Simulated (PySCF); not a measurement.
# Working out the ionisation energy of S⁺

S⁺ [Ne] 3s2 3p3 (4S) → S²⁺ [Ne] 3s2 3p2 (3P). Computed with PySCF 2.14 in aug-cc-pV(Q+d)Z, with the non-relativistic Hamiltonian (point nucleus). Frozen: [Ne]. Energies in hartree (1 hartree = 27.21139 eV):

| part | S⁺ (lower) | S²⁺ (upper) |
| --- | --- | --- |
| UHF | -397.173215 | -396.338119 |
| MP2 opposite-spin | -0.071458 | -0.060785 |
| MP2 same-spin | -0.025407 | -0.011716 |

Task: What does Hartree-Fock give?

Result: (-396.338119) − (-397.173215) = 0.835096 hartree = 22.724 eV.

Task: What do MP2 and SCS-MP2 (6/5 opposite-spin, 1/3 same-spin) give?

Result: The opposite-spin parts differ by 0.290 eV and the same-spin parts by 0.373 eV. MP2: 22.724 + (0.290) + (0.373) = 23.387 eV. SCS-MP2: 22.724 + 1.2 × (0.290) + (0.373)/3 = 23.196 eV.

A first-order spin-orbit estimate adds -0.061 eV to MP2 (valence), giving 23.326 eV against 23.338 eV (measured; NIST Atomic Spectra Database, ionization energies).

What remains against the reference includes basis incompleteness, the frozen core and correlation beyond second order.
